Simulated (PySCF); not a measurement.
# Gas-phase XPS of `[SiH3]O/C=C/Cl`, computed

C2H5ClOSi.
Geometry (PBE0-D3(BJ)/def2-SVP, Å), atoms numbered from 1 in this order:
```
atom  x, y, z in Å
Si1   -1.854   -0.208    0.120
O2    -0.357    0.550    0.019
C3     0.832   -0.075   -0.093
C4     1.963    0.609   -0.286
Cl5    3.488   -0.182   -0.420
H6    -2.106   -1.015   -1.111
H7    -1.889   -1.109    1.311
H8    -2.846    0.888    0.249
H9     0.848   -1.171   -0.016
H10    1.982    1.697   -0.368
```

Level of theory: PySCF 2.14.0, delta-SCF UKS SCAN, pcX-2 on the ionised atom, pcseg-1 elsewhere, spin-free X2C. These are vertical core ionisation energies against the vacuum level, from separate self-consistent calculations with and without the core hole.

Q: List the computed XPS lines with their assignment.

A: 
| atom(s) | environment | level | binding energy (eV) | 2p1/2 (eV) | above the level's lowest (eV) | count |
| --- | --- | --- | --- | --- | --- | --- |
| Si1 | oxygen-bound silicon | Si 2p3/2 | 108.01 | 108.64 | 0.00 | 1 |
| Cl5 | vinyl chlorine | Cl 2p3/2 | 206.33 | 207.98 | 0.00 | 1 |
| C4 | vinylic C–Cl carbon | C 1s | 291.50 | – | 0.00 | 1 |
| C3 | vinylic carbon bearing oxygen | C 1s | 292.37 | – | +0.87 | 1 |
| O2 | silyl ether oxygen | O 1s | 538.87 | – | 0.00 | 1 |
| Si1 | oxygen-bound silicon | Si 1s | 1847.89 | – | 0.00 | 1 |
| Cl5 | vinyl chlorine | Cl 1s | 2828.94 | – | 0.00 | 1 |

Lowest listed C 1s: C4, bonded to Cl, C (double bond) and H. Highest, 0.87 eV above it: C3, bonded to O, C (double bond) and H.

Q: Which effective nuclear charge Zeff reproduces each element's mean 1s value in the hydrogen-like formula E = 13.606 eV × Zeff²?

A: C (Z = 6): mean 291.9 eV, Zeff = 4.63, Z − Zeff = 1.37; O (Z = 8): mean 538.9 eV, Zeff = 6.29, Z − Zeff = 1.71; Si (Z = 14): mean 1847.9 eV, Zeff = 11.65, Z − Zeff = 2.35; Cl (Z = 17): mean 2828.9 eV, Zeff = 14.42, Z − Zeff = 2.58. Means run over the listed sites, weighted by atom count.

Q: Which photon wavelength matches the O 1s of O2 (atom 2) threshold?

A: λ = hc/E = 12398.42 eV Å / 538.87 eV = 23.008 Å.

2p3/2 and 2p1/2 are the ΔSCF energy of one spin-free 2p hole plus the eigenvalues of a spin–orbit and ligand-field matrix of the shell. 2p1/2 minus 2p3/2 (ligand field included): Si 0.63 eV, Cl 1.65 eV. The structure is a single PBE0-D3(BJ)/def2-SVP conformer in the gas phase; no vibrational or solvent corrections.

On Arm Neoverse V1, one thread, no GPU, shared host, this took 29 s wall and 0.48 GiB of memory at its peak.
